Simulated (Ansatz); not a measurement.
`[SiH3][AsH2]` and `O[SiH2][AsH2]` differ in one atom or group.

Ansatz, PBE0-D4/def2-TZVP geometries, multiplicity 1. Each molecule was computed in one conformer, which needn't be the lowest.

Scalar relativity is left out up to krypton.

```tsv
property	`[SiH3][AsH2]`
HOMO–LUMO gap (PBE0/def2-TZVPP) / eV	7.73
HOMO energy (PBE/def2-TZVPP) / eV	-6.50
size of the dipole moment (ωB97M-V/def2-TZVPP) / D	0.35
HOMO energy (PBE0/def2-TZVPP) / eV	-7.55
size of the dipole moment (PBE/def2-TZVPP) / D	0.32
ideal-gas entropy at 298 K and 1 bar (rigid rotor, harmonic PBE0-D4/def2-TZVP) / J/(mol·K)	293
```

Question: Give the same properties after the change, and the shifts. (Estimate.)

Answer: Computed: 
| property | `O[SiH2][AsH2]` | shift |
| --- | --- | --- |
| HOMO–LUMO gap (PBE0/def2-TZVPP) / eV | 7.33 | -0.40 |
| HOMO energy (PBE/def2-TZVPP) / eV | -6.37 | 0.13 |
| size of the dipole moment (ωB97M-V/def2-TZVPP) / D | 1.58 | 1.23 |
| HOMO energy (PBE0/def2-TZVPP) / eV | -7.44 | 0.11 |
| size of the dipole moment (PBE/def2-TZVPP) / D | 1.46 | 1.14 |
| ideal-gas entropy at 298 K and 1 bar (rigid rotor, harmonic PBE0-D4/def2-TZVP) / J/(mol·K) | 326 | 33 |

With PBE0 the HOMO rises by 0.11 eV and the LUMO falls by 0.28 eV, so the gap narrows by about 0.39 eV. PBE moves the HOMO by 0.13 eV and ωB97M-V by 0.12 eV. The zero-point energy changes by 17.1 kJ/mol with +3 modes. Dipoles are sizes alone; their direction can turn.
